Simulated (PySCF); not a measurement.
PySCF job for Sn(Me)(Cl)3 (CH₃Cl₃Sn), SMILES [CH3][Sn]([Cl])([Cl])[Cl], TDA-PBE0/def2-SVPD. Geometry: B3LYP-D3(BJ)/def2-SVP. The isomer is the one that the SMILES or the coordinates give; other isomers of the formula were not compared. The def2 effective core potentials stand for the cores of Sn; spin–orbit coupling is left out.

```python
import numpy as np
from pyscf import gto, scf, dft, tdscf

mol = gto.M(
    atom='''
    C     0.00000002    0.00000000    2.36627734
    Sn    0.00000000    0.00000000    0.21967554
    Cl   -0.17745878   -2.17874442   -0.65284312
    Cl   -1.79811863    1.24305601   -0.65284311
    Cl    1.97557739    0.93568841   -0.65284313
    H     0.98497250    0.34691339    2.70451931
    H    -0.79292202    0.67955449    2.70451932
    H    -0.19205041   -1.02646788    2.70451933
    ''',
    basis='def2-SVPD',
    ecp={'Sn': 'def2-svp'},
    charge=0,
    spin=0,
    symmetry=True,
    max_memory=1600,
    verbose=4,
)
mf = dft.RKS(mol, xc='pbe0').density_fit(auxbasis='def2-universal-jkfit')
mf.grids.level = 3
mf.conv_tol = 1e-9
mf.max_cycle = 100
mf.kernel()
mf.grids = dft.Grids(mol).set(level=1).build(with_non0tab=True)  # coarser grid for the response kernel
td = tdscf.TDA(mf)
td.singlet = True
td.nstates = 10
td.conv_tol = 1e-4
td.kernel(x0=td.get_init_guess(mf, 15))
td.analyze()
tt = tdscf.TDA(mf)
tt.singlet = False
tt.nstates = 4
tt.conv_tol = 1e-4
tt.kernel(x0=tt.get_init_guess(mf, 9))
tt.analyze(verbose=3)
```

Log of the run:

```
PySCF version 2.14.0

[INPUT] verbose = 4
[INPUT] num. atoms = 8
[INPUT] num. electrons = 82
[INPUT] charge = 0
[INPUT] spin (= nelec alpha-beta = 2S) = 0
[INPUT] symmetry True subgroup None
[INPUT] Mole.unit = angstrom
[INPUT] Symbol           X                Y                Z      unit          X                Y                Z       unit  Magmom
[INPUT]  1 C      0.000000020000   0.000000000000   2.366277340000 AA    0.000000037795   0.000000000000   4.471616107364 Bohr   0.0
[INPUT]  2 Sn     0.000000000000   0.000000000000   0.219675540000 AA    0.000000000000   0.000000000000   0.415126606866 Bohr   0.0
[INPUT]  3 Cl    -0.177458780000  -2.178744420000  -0.652843120000 AA   -0.335348492599  -4.117230249224  -1.233694699107 Bohr   0.0
[INPUT]  4 Cl    -1.798118630000   1.243056010000  -0.652843110000 AA   -3.397951750178   2.349035416395  -1.233694680209 Bohr   0.0
[INPUT]  5 Cl     1.975577390000   0.935688410000  -0.652843130000 AA    3.733300204983   1.768194832830  -1.233694718004 Bohr   0.0
[INPUT]  6 H      0.984972500000   0.346913390000   2.704519310000 AA    1.861328265228   0.655571296044   5.110800794498 Bohr   0.0
[INPUT]  7 H     -0.792922020000   0.679554490000   2.704519320000 AA   -1.498405455937   1.284171872818   5.110800813395 Bohr   0.0
[INPUT]  8 H     -0.192050410000  -1.026467880000   2.704519330000 AA   -0.362922677010  -1.939743168863   5.110800832292 Bohr   0.0

nuclear repulsion = 491.789695324094
point group symmetry = C3, use subgroup C1
symmetry origin: [-2.57689927e-09  6.25762068e-17 -2.06151946e-09]
symmetry axis x: [ 9.09708065e-01 -4.15248404e-01  5.05882386e-10]
symmetry axis y: [4.15248404e-01 9.09708065e-01 1.19768423e-09]
symmetry axis z: [-9.57541740e-10 -8.79476093e-10  1.00000000e+00]
num. orbitals of irrep A = 157
number of shells = 65
number of NR pGTOs = 262
number of NR cGTOs = 157
basis = def2-SVPD
ecp = {'Sn': 'def2-svp'}


[settings echo left out]
init E= -1610.80229381737
  HOMO = -0.694742751220706  LUMO = -0.608205207319791  gap/eV = 2.35481
cycle= 1 E= -1631.94681754133  delta_E= -21.1  |g|= 2.97  |ddm|= 10.1
  HOMO = 0.0228055617069058  LUMO = 0.0348630746496356  gap/eV = 0.32810
cycle= 2 E= -1626.98251092279  delta_E= 4.96  |g|= 6.11  |ddm|= 50.4
  HOMO = -0.320634793039709  LUMO = -0.0699236734943014  gap/eV = 6.82220
cycle= 3 E= -1633.89853132472  delta_E= -6.92  |g|= 0.609  |ddm|= 49.7
  HOMO = -0.320884304148097  LUMO = -0.0930554006246993  gap/eV = 6.19954
cycle= 4 E= -1633.99238513455  delta_E= -0.0939  |g|= 0.273  |ddm|= 1.15
  HOMO = -0.339974603799666  LUMO = -0.0994487335011698  gap/eV = 6.54504
cycle= 5 E= -1634.01338650344  delta_E= -0.021  |g|= 0.022  |ddm|= 0.377
  HOMO = -0.337881007969672  LUMO = -0.0972790618090329  gap/eV = 6.54711
cycle= 6 E= -1634.01351588487  delta_E= -0.000129  |g|= 0.00609  |ddm|= 0.0361
  HOMO = -0.338742595482477  LUMO = -0.0980128245545373  gap/eV = 6.55059
cycle= 7 E= -1634.0135256524  delta_E= -9.77e-06  |g|= 0.00106  |ddm|= 0.00886
  HOMO = -0.338614076988912  LUMO = -0.0978870570149155  gap/eV = 6.55052
cycle= 8 E= -1634.01352594502  delta_E= -2.93e-07  |g|= 0.000509  |ddm|= 0.00177
  HOMO = -0.33860138398946  LUMO = -0.097865545736525  gap/eV = 6.55076
cycle= 9 E= -1634.01352601659  delta_E= -7.16e-08  |g|= 0.000113  |ddm|= 0.00076
  HOMO = -0.338600431812074  LUMO = -0.0978662621520172  gap/eV = 6.55071
cycle= 10 E= -1634.01352602002  delta_E= -3.43e-09  |g|= 2.16e-05  |ddm|= 0.000168
  HOMO = -0.338602197413318  LUMO = -0.0978677429718431  gap/eV = 6.55072
cycle= 11 E= -1634.01352602017  delta_E= -1.58e-10  |g|= 2.94e-06  |ddm|= 4.22e-05
  HOMO = -0.33860233750304  LUMO = -0.0978680843726778  gap/eV = 6.55071
Extra cycle  E= -1634.01352602017  delta_E= 2.73e-12  |g|= 2.82e-06  |ddm|= 7.69e-06
converged SCF energy = -1634.01352602017
tot grids = 39576


******** <class 'pyscf.tdscf.rks.TDA'> for <class 'pyscf.df.df_jk.DFRKS'> ********
nstates = 10 singlet
deg_eia_thresh = 1.000e-03
wfnsym = None
conv_tol = 0.0001
eigh lindep = 1e-12
eigh level_shift = 0
eigh max_cycle = 100


Excitation energies (eV)
[5.25796897 5.47209926 5.47212227 5.52833683 5.70106962 5.70109507
 7.14463308 7.33444167 7.3344611  7.47230442]

** Singlet excitation energies and oscillator strengths **
Excited State   1:    A      5.25797 eV    235.80 nm  f=0.0000
      40 -> 42        0.70268
Excited State   2:    A      5.47210 eV    226.58 nm  f=0.0218
      36 -> 42       -0.13959
      37 -> 42       -0.13319
      38 -> 42       -0.41484
      39 -> 42       -0.52290
Excited State   3:    A      5.47212 eV    226.57 nm  f=0.0218
      36 -> 42        0.13322
      37 -> 42       -0.13964
      38 -> 42        0.52289
      39 -> 42       -0.41483
Excited State   4:    A      5.52834 eV    224.27 nm  f=0.1023
      35 -> 42        0.18390
      41 -> 42        0.67434
Excited State   5:    A      5.70107 eV    217.48 nm  f=0.0294
      36 -> 42       -0.41910
      37 -> 42        0.52330
      38 -> 42        0.13109
      39 -> 42       -0.12386
Excited State   6:    A      5.70110 eV    217.47 nm  f=0.0294
      36 -> 42        0.52331
      37 -> 42        0.41911
      38 -> 42       -0.12383
      39 -> 42       -0.13104
Excited State   7:    A      7.14463 eV    173.53 nm  f=0.1141
      35 -> 42       -0.61554
      38 -> 43        0.18442
      39 -> 44        0.18444
      41 -> 42        0.16283
Excited State   8:    A      7.33444 eV    169.04 nm  f=0.0353
      34 -> 42       -0.52984
      40 -> 43        0.28623
      40 -> 44       -0.30639
      41 -> 43       -0.10124
      41 -> 44       -0.10785
Excited State   9:    A      7.33446 eV    169.04 nm  f=0.0353
      33 -> 42        0.52983
      40 -> 43        0.30637
      40 -> 44        0.28625
      41 -> 43        0.10784
      41 -> 44       -0.10132
Excited State  10:    A      7.47230 eV    165.92 nm  f=0.0050
      40 -> 43       -0.20306
      40 -> 44       -0.19088
      41 -> 43        0.45651
      41 -> 44       -0.44545

** Transition electric dipole moments (AU) **
state          X           Y           Z        Dip. S.      Osc.
  1        -0.0000      0.0000      0.0020      0.0000      0.0000
  2         0.2763      0.2935     -0.0000      0.1625      0.0218
  3        -0.2934      0.2763     -0.0001      0.1624      0.0218
  4        -0.0001      0.0000      0.8691      0.7553      0.1023
  5        -0.3053      0.3421     -0.0001      0.2103      0.0294
  6         0.3421      0.3053      0.0001      0.2102      0.0294
  7         0.0000      0.0000      0.8074      0.6519      0.1141
  8        -0.3728     -0.2397     -0.0001      0.1964      0.0353
  9         0.2396     -0.3727      0.0001      0.1964      0.0353
 10        -0.0937      0.1366     -0.0001      0.0274      0.0050

WARN: ECP detected. Skipping calculation of transition velocity and magnetic dipole moments, which have not yet been implemented.



******** <class 'pyscf.tdscf.rks.TDA'> for <class 'pyscf.df.df_jk.DFRKS'> ********
nstates = 4 triplet
deg_eia_thresh = 1.000e-03
wfnsym = None
conv_tol = 0.0001
eigh lindep = 1e-12
eigh level_shift = 0
eigh max_cycle = 100


Excitation energies (eV)
[4.70447186 4.89399427 4.98846534 4.98855768]

** Triplet excitation energies and oscillator strengths **
Excited State   1:    A      4.70447 eV    263.55 nm  f=0.0000
Excited State   2:    A      4.89399 eV    253.34 nm  f=0.0000
Excited State   3:    A      4.98847 eV    248.54 nm  f=0.0000
Excited State   4:    A      4.98856 eV    248.54 nm  f=0.0000
```

The run crashed.
